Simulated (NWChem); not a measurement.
A series in which one site is exchanged, each optimised at PBE0/def2-SVP with NWChem, gas phase unless a solvent is named. Some are not confirmed as minima by frequencies. def2 effective core potentials on I; no spin-orbit coupling.

A: IBCl (BHICl; site = Cl)
B: IBI (BHI$_{2}$; site = I)
C: BI (BH2I; site = H)
D: FBI (BHIF; site = F)

| quantity | A | B | C | D |
|---|---|---|---|---|
| dipole (D), PBE0/def2-SVP | ___ | 0.10 | 0.37 | 0.62 |
| orbital gap (eV), PBE0/def2-SVP | ___ | 5.26 | 5.33 | 6.44 |
| static polarisability, CAM-B3LYP/def2-SVPD (bohr³) | ___ | 85.1 | 50.2 | 49.3 |
| lowest singlet excitation, CAM-B3LYP/def2-SVPD, TDA (eV) | ___ | 4.07 | 3.99 | 5.04 |

Question: Complete the blanks.

Answer: 
- dipole (D), PBE0/def2-SVP, A: 0.31
- orbital gap (eV), PBE0/def2-SVP, A: 5.79
- static polarisability, CAM-B3LYP/def2-SVPD (bohr³), A: 63.2
- lowest singlet excitation, CAM-B3LYP/def2-SVPD, TDA (eV), A: 4.49
